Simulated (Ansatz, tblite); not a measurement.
Cost and result up the ladder for (AgOH)2 ring (Ag2O2H2) (6 atoms). Total charge 0; singlet. Geometry: PBE-D4/def2-SVP.

| atom | x (Å) | y (Å) | z (Å) |
| --- | --- | --- | --- |
| Ag1 | -1.199 | 0.206 | -0.727 |
| O2 | -0.147 | 1.659 | 0.618 |
| Ag3 | 1.359 | 0.011 | 0.403 |
| O4 | 0.390 | -1.328 | -1.113 |
| H5 | -0.543 | 1.626 | 1.511 |
| H6 | 0.140 | -2.173 | -0.691 |

Ansatz on 4 threads of Arm Neoverse V1 on a shared host; xTB runs through tblite on one thread. Times are rough, summed over both states, and most runs start from the orbitals of an earlier one. PBE0-D4/def2-TZVP serves as the yardstick here, not as an exact answer. The other state is a triplet.

In the def2 sets Ag takes a core potential; there is no spin–orbit coupling. The xTB rows come from tblite.

xTB has no spin-polarisation term.

```csv
level,functions,wall time
GFN1-xTB,30,0.008 s
GFN2-xTB,28,0.009 s
PBE-D4/def2-TZVP,154,3.8 s
PBE0-D4/def2-TZVP,154,7.7 s
r2SCAN-D4/def2-TZVP (with forces),154,9.9 s
```

Question: Estimate what each level gives for the vertical triplet (eV).

Answer: 
```csv
level,vertical triplet (eV),difference from PBE0-D4/def2-TZVP (eV)
GFN1-xTB,2.78,0.50
GFN2-xTB,3.10,0.82
PBE-D4/def2-TZVP,1.69,-0.59
PBE0-D4/def2-TZVP,2.28,0.00
r2SCAN-D4/def2-TZVP (with forces),1.81,-0.47
```
